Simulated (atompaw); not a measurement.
**What one change does to a pseudopotential (sulfur, PAW (atompaw))**

```json
{
  "Element": "sulfur (S)",
  "Generator": "atompaw 4.2.0.5",
  "Type": "PAW",
  "Functional": "LDA (PW92)",
  "Relativity": "non-relativistic",
  "Frozen core": "[Ne]",
  "Valence charge": "6",
  "Reference configuration": "3s2 3p3.5 (charge +0.5)",
  "Partial waves": "3s (bound): rc 0.65 bohr; 3s channel at -1.25 Ry: rc 0.65 bohr; 3p (bound): rc 1.60 bohr; 3p channel at 1.85 Ry: rc 1.60 bohr; 3d channel at -0.1 Ry: rc 1.60 bohr; 3d channel at 0.9 Ry: rc 1.60 bohr",
  "Local potential": "bessel scheme, radius 1.35 bohr",
  "Core correction": "smooth core density matched at 1.20 bohr",
  "Augmentation charge": "sinc compensation charge, radius 1.50 bohr; PAW radius 1.60 bohr; waves and projectors: custom rrkj gramschmidtortho"
}
```

Change: augmentation sinc compensation charge, radius 1.50 bohr; PAW radius 1.60 bohr; waves and projectors: modrrkj vanderbiltortho.

Cutoffs: the cutoffs (Ry, on a coarse ladder) from which the occupation-weighted sum of valence levels, in a spherical-Bessel basis at the reference potential, stays within 10 and 1 mRy of its value at 400 Ry; they do not see the model core or the augmentation charge, which bear on the density cutoff.

Task: What does the change do?

Result: The potential gets softer (120 Ry and 180 Ry → 80 Ry and 100 Ry); both files keep a bound ghost (s).

| quantity | base | changed |
| --- | --- | --- |
| cutoff, loose | 120 Ry | 80 Ry |
| cutoff, tight | 180 Ry | 100 Ry |
| loose cutoff by channel (10 mRy a level) | s 100 Ry, p 15 Ry | s 70 Ry, p 10 Ry |
| bound ghosts | s | s |
| s: phases at 1.60 bohr within 0.05 rad from the reference energy up to (Ry; the scan ends near 5) | to the end of the scan | to the end of the scan |
| p: phases at 1.60 bohr within 0.05 rad from the reference energy up to (Ry; the scan ends near 5) | to the end of the scan | to the end of the scan |
| d: phases at 1.60 bohr within 0.05 rad from the reference energy up to (Ry; the scan ends near 5) | to the end of the scan | to the end of the scan |
| lowest overlap eigenvalue by channel | s 0.59, p 0.78, d 0.96 | s 0.06, p 0.00, d 0.01 |

 A true bound ghost makes a file unfit for plane-wave use even where its test errors are small: the radial tests pick states by their node count and pass the ghost by. The cutoffs see the waves, projectors and local potential, not the compensation charge or the core.
